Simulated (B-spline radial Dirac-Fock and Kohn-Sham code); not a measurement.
# Successive ionisation energies of tantalum: Dirac-Fock against NIST

Method: relaxed Dirac-Fock hole states (ΔSCF) with Breit and QED corrections and a finite nucleus. Computed with a B-spline atomic structure program. Each value is the difference of the configuration-average energies of two neighbouring ions in their tabulated ground configurations. Correlation and solid-state effects are left out. NIST's values refer to the lowest levels; many for high charge states are themselves semi-empirical or theoretical. Where a p, d or f shell is open in either ion the computed value averages over both j values and all terms, while the table refers to the lowest levels; that difference holds spin-orbit splitting (largest in heavy or highly charged ions), term energies where several electrons share open shells, and correlation, and it can reach 10 % or more.

```
  ion  configuration  computed (eV)     NIST (eV)            kind  NIST − computed (eV)
Ta⁴⁴⁺  [Ar] 3d10 4s1         2314.9  2314.7 ± 1.9  semi-empirical                 -0.23
Ta⁴⁵⁺      [Ar] 3d10         3919.8  3898.7 ± 2.5        measured                -21.06
Ta⁴⁶⁺       [Ar] 3d9         4046.3      4014 ± 4     theoretical                -32.34
Ta⁴⁷⁺       [Ar] 3d8         4174.5      4143 ± 4     theoretical                -31.48
Ta⁴⁸⁺       [Ar] 3d7         4304.2      4278 ± 4     theoretical                -26.19
Ta⁴⁹⁺       [Ar] 3d6         4435.5      4410 ± 4     theoretical                -25.47
Ta⁵⁰⁺       [Ar] 3d5         4568.3      4537 ± 4     theoretical                -31.31
Ta⁵¹⁺       [Ar] 3d4         4702.7      4745 ± 4     theoretical                +42.28
```

Question: Where in this range is the largest relative jump, and why?

Answer: From Ta⁴⁴⁺ (2314.9 eV) to Ta⁴⁵⁺ (3919.8 eV), a factor of 1.69. The configuration goes from [Ar] 3d10 4s1 to [Ar] 3d10, so the next electron comes out of a deeper subshell.
